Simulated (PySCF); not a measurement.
Si(Br)(Me)(OH)2 (CH5BrO2Si), SMILES C[Si](O)(O)Br. Coordinates come from a B3LYP-D3(BJ)/def2-SVP optimisation. The values are those of a single conformer.

Computed with B3LYP-D3(BJ)/def2-SVP run with PySCF.

Harmonic wavenumbers (cm⁻¹): 97, 137, 178, 191, 235, 249, 278, 348, 416, 700, 761, 778, 819, 838, 915, 969, 1282, 1426, 1428, 3041, 3136, 3145, 3870, 3882. Rotational constants (GHz): 3.591, 1.489, 1.444; symmetry number 1.

**Question.** Work out the zero-point energy and the ideal-gas rigid-rotor harmonic-oscillator thermochemistry at 298.15 K and 1 atm.

**Answer.** ZPE = ½ Σ hcν = ½ × 29119 cm⁻¹ = 41.63 kcal/mol. H − E(el) = 47.28 kcal/mol. Entropy in cal/(mol K): translation 41.06, rotation 28.12, vibration 19.56, total 88.75. G − E(el) = 20.82 kcal/mol. Cp = 28.50 cal/(mol K). Modes under 150 cm⁻¹ make the vibrational entropy uncertain.
